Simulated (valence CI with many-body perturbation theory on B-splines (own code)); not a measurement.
# La VIII: electric-dipole lines

Calculated by valence CI with perturbative core correlation (CI+MBPT): four valence electrons over a frozen Dirac-Fock core [Kr] 4d10, a basis of 7 s, 7 p, 7 d, 7 f, 4 g, 2 h functions for each j, with the one-electron correlation potential Σ1, the two-electron term Σ2, the three-electron term Σ3, Breit, model QED; selected CI, second order for the rest, scaled by the run's own slope (own B-spline code, finite nucleus).

No measured levels were compared; by estimate levels hold to about 250 cm⁻¹ or 0.2 % of their energy and the worst to 1 %, as in measured heavy ions of charge 2 to 7; those with d or f electrons hold less well. Among the levels kept, up to 410 cm⁻¹ of a level comes from second order outside the variational space, and about a tenth of that is noise between levels of different J, which matters for small intervals.

Lines 151 to 200 of 584 in falling wavelength, among levels below 401190 cm⁻¹, chosen from the strongest by gf and those to the six lowest levels. Wavelengths and rates use the calculated energies, so an error of 300 cm⁻¹ moves a line at 581.7 Å by 0.17 % and its rate by three times that or more. Electric multipoles are in the length gauge, E1 and E2 with the static RPA response of the core. Weak lines are less certain than strong ones. Lines between different terms over intervals too small for the method are left out, as are lines whose strength nearly cancels. Where a level lies close to another of its J and parity, the split of strength between their lines is uncertain. The highest levels of a list are the least certain.

Names give the largest LS component (configuration and term), which can be under half, so a name can repeat, a term be missing and a line seem to break the LS rules; names also repeat where a configuration has a term twice. Letters in brackets count levels of one name in rising energy.

| λ vac (Å) | Upper | Lower | A (s⁻¹) | log gf | Branch % |
| --- | --- | --- | --- | --- | --- |
| 581.7 | 4f5s5p² ³F°_4 [b] | 4f5s²5p ³G_3 | 2.93e+08 | -0.87 | 19.6 |
| 581.4 | 5s²5p6p ³D_1 | 5s²5p5d ³F°_2 | 1.62e+09 | -0.61 | 28.4 |
| 580.6 | 5s²5p5d ¹F°_3 [b] | 4f5s²5p ³F_3 | 4.11e+08 | -0.84 | 1.6 |
| 580.1 | 5s5p²5d ³P_2 | 5s5p³ ³P°_2 [b] | 4.75e+08 | -0.92 | 2.3 |
| 579.4 | 4f5s5p² ¹D°_2 [b] | 4f5s²5p ¹D_2 | 3.31e+09 | -0.08 | 17.4 |
| 577.6 | 4f5s5p² ³G°_4 | 4f5s²5p ¹G_4 | 6.82e+08 | -0.51 | 5.3 |
| 577.3 | 4f5s5p² ³G°_5 [c] | 4f5s²5p ¹G_4 | 7.95e+08 | -0.36 | 4.7 |
| 576.1 | 5s5p³ ³P°_0 | 5s²5p² ³P_1 | 2.70e+09 | -0.87 | 99.8 |
| 571.6 | 5s5p³ ¹P°_1 | 5s²5p² ¹S_0 | 1.71e+09 | -0.60 | 9.1 |
| 570.4 | 4f5s5p² ³F°_2 [e] | 4f5s²5p ¹D_2 | 7.75e+08 | -0.72 | 4.6 |
| 567.9 | 5s5p³ ³P°_1 | 5s²5p² ³P_1 | 2.86e+09 | -0.38 | 75.7 |
| 567.7 | 4f5s5p² ³F°_4 [c] | 4f5s²5p ³G_4 | 6.78e+08 | -0.53 | 36.0 |
| 567.5 | 4f5s5p² ¹D°_2 [a] | 4f5s²5p ³F_3 | 2.89e+09 | -0.16 | 34.7 |
| 567.5 | 5s²5p5d ¹F°_3 [b] | 4f5s²5p ³G_3 | 1.52e+09 | -0.29 | 5.8 |
| 565.5 | 4f5s5p² ³D°_2 [b] | 4f5s²5p ³F_3 | 3.62e+08 | -1.06 | 5.6 |
| 563.2 | 4f5s5p² ¹G°_4 [b] | 4f5s²5p ¹G_4 | 6.95e+09 | 0.47 | 48.9 |
| 562.1 | 4f5s5p² ³F°_4 [c] | 4f5s²5p ³F_3 | 7.50e+08 | -0.50 | 39.8 |
| 561.8 | 4f5s5p² ¹F°_3 [b] | 4f5s²5p ¹D_2 | 2.69e+09 | -0.05 | 21.0 |
| 560.7 | 5s²5p5d ³F°_2 | 5s²5p² ¹D_2 | 6.06e+08 | -0.85 | 23.4 |
| 560.3 | 4f5s5p² ³D°_1 [d] | 4f5s²5p ³D_1 | 3.37e+09 | -0.32 | 18.9 |
| 558.5 | 5s²5p5d ³D°_1 | 5s²5p² ¹S_0 | 9.71e+07 | -1.87 | 0.4 |
| 556.5 | 4f5s5p² ³F°_2 [d] | 4f5s²5p ³D_2 | 1.67e+09 | -0.41 | 10.8 |
| 556.2 | 4f5s5p² ¹H°_5 | 4f5s²5p ³G_4 | 4.68e+08 | -0.62 | 27.7 |
| 554.9 | 4f5s5p² ¹D°_2 [a] | 4f5s²5p ³G_3 | 2.31e+09 | -0.27 | 27.8 |
| 554.3 | 4f5s5p² ³F°_2 [d] | 4f5s²5p ³D_3 | 1.15e+09 | -0.58 | 7.4 |
| 553.8 | 4f5s5p² ³G°_4 | 4f5s²5p ³D_3 | 2.20e+09 | -0.04 | 17.0 |
| 553.6 | 4f5s5p² ³F°_3 [b] | 4f5s²5p ³D_2 | 1.05e+09 | -0.47 | 9.5 |
| 553.1 | 4f5s5p² ³D°_2 [b] | 4f5s²5p ³G_3 | 1.69e+09 | -0.41 | 26.2 |
| 552.4 | 5p⁴ ³P_0 | 5s5p³ ³D°_1 | 3.41e+09 | -0.81 | 55.0 |
| 551.6 | 4f5s5p² ³D°_3 [b] | 4f5s²5p ³F_2 | 1.84e+09 | -0.23 | 17.8 |
| 551.5 | 5p⁴ ¹D_2 | 5s5p³ ³D°_3 | 7.85e+08 | -0.75 | 22.1 |
| 551.4 | 4f5s5p² ³F°_3 [b] | 4f5s²5p ³D_3 | 1.92e+09 | -0.21 | 17.3 |
| 551.3 | 4f5s5p² ¹D°_2 [b] | 4f5s²5p ³D_1 | 1.40e+09 | -0.50 | 7.4 |
| 551.3 | 5s5p²5d ³P_1 | 5s5p³ ³S°_1 | 1.08e+09 | -0.83 | 4.7 |
| 551.0 | 4f5s5p² ³D°_1 [d] | 4f5s²5p ³D_2 | 6.95e+09 | -0.02 | 38.9 |
| 550.1 | 4f5s5p² ³G°_4 | 4f5s²5p ³G_5 | 1.05e+09 | -0.37 | 8.1 |
| 549.9 | 4f5s5p² ³G°_5 [c] | 4f5s²5p ³G_5 | 9.59e+09 | 0.68 | 57.1 |
| 549.7 | 4f5s5p² ³F°_4 [c] | 4f5s²5p ³G_3 | 2.74e+07 | -1.95 | 1.5 |
| 549.6 | 4f5s5p² ³F°_4 [e] | 4f5s²5p ¹G_4 | 3.05e+08 | -0.91 | 1.6 |
| 546.2 | 4f5s5p² ¹F°_3 [b] | 4f5s²5p ¹G_4 | 1.88e+09 | -0.23 | 14.7 |
| 544.8 | 4f5s5p² ³F°_4 [d] | 4f5s²5p ³G_4 | 3.73e+09 | 0.17 | 32.1 |
| 544.4 | 4f5s5p² ³F°_3 [c] | 4f5s²5p ³D_2 | 4.17e+09 | 0.11 | 25.6 |
| 544.3 | 4f5s5p² ³F°_2 [c] | 4f5s²5p ³F_2 | 1.72e+09 | -0.42 | 14.4 |
| 543.8 | 4f5s5p² ⁵G°_2 | 5s²5p² ¹D_2 | 2.80e+08 | -1.21 | 18.4 |
| 543.8 | 5p⁴ ³P_1 | 5s5p³ ³D°_2 | 1.41e+09 | -0.73 | 29.5 |
| 543.2 | 4f5s5p² ³F°_2 [e] | 4f5s²5p ³D_1 | 6.22e+09 | 0.14 | 36.6 |
| 541.5 | 4f5s5p² ³F°_2 [c] | 4f5s²5p ³F_3 | 1.16e+09 | -0.59 | 9.7 |
| 541.3 | 4f5s5p² ³G°_3 [b] | 4f5s²5p ³F_2 | 3.75e+09 | 0.06 | 29.3 |
| 540.5 | 4f5s5p² ¹G°_4 [b] | 4f5s²5p ³D_3 | 8.81e+08 | -0.46 | 6.2 |
| 540.5 | 4f5s5p² ³G°_4 | 4f5s²5p ³F_4 | 6.06e+09 | 0.38 | 46.8 |
